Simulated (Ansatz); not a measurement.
## Abstraction of H: CH6SSn + BH(OH) → CH5SSn + BH2(OH)

Species: CH6SSn `C[S][SnH3]`, singlet; BH(OH), doublet; CH5SSn `C[S][SnH2]`, doublet; BH2(OH), singlet. A radical takes H: the energy is the difference in strength between the Sn–H bond broken and the B–H bond made.

Shapes, held fixed at every level: PBE0-D4/def2-TZVP. Flexible molecules stand in one conformer, not always the lowest. Programs: Ansatz 0.2.0. The zero-point and thermal change to 298 K, harmonic and unscaled (PBE0-D4/def2-TZVP), is +8.3 kJ/mol.

| level | kind | ΔH(298 K) (kJ/mol) | less CCSD(T)/def2-TZVPP |
| --- | --- | --- | --- |
| HF/def2-SVP | Hartree–Fock | -113.8 | +10.1 |
| r2SCAN-D4/def2-TZVPP | meta-GGA | -124.9 | -1.0 |
| BHLYP-D4/def2-TZVPP | global hybrid | -129.8 | -5.9 |
| PBE0-D4/def2-TZVPP | global hybrid | -126.4 | -2.5 |
| r2SCAN0-D4/def2-TZVPP | global hybrid | -122.6 | +1.3 |
| MP2/def2-SVP | perturbation theory | -125.6 | -1.7 |
| CCSD/def2-TZVPP | coupled cluster or CI | -123.1 | +0.8 |
| CCSD(T)/def2-TZVPP | coupled cluster or CI | -123.9 | 0.0 |

The highest level, CCSD(T)/def2-TZVPP, gives ΔH(298 K) = -123.9 kJ/mol; the levels span -129.8 to -113.8. The column of differences is taken from that level and isn't an error. No measured value is set beside it here. Open shells run unrestricted unless RO is named. For atoms past krypton def2 sets carry core potentials with scalar relativity. Correlated rows may include outer-core shells of Sn, which these sets cover unevenly.
